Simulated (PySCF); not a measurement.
A structure optimised at B3LYP-D3(BJ)/def2-SVP, used in a PySCF frequency run:

```
C
C 1 1.3407
H 1 1.0952 2 120.09
H 2 1.0952 1 122.17 3 180.00
H 2 1.0967 4 116.11 1 180.00
Ga 1 1.9309 3 119.66 2 180.00
F 6 1.7510 1 126.31 3 0.00
F 6 1.7541 7 112.64 1 180.00
```

Question: Write its SMILES, formula and point group.

Answer: C=[CH][Ga]([F])[F], C₂H₃F₂Ga, Cs

Question: What are its rotational constants (standard atomic weights)?

Answer: 6.0239, 2.5371, 1.7852 GHz
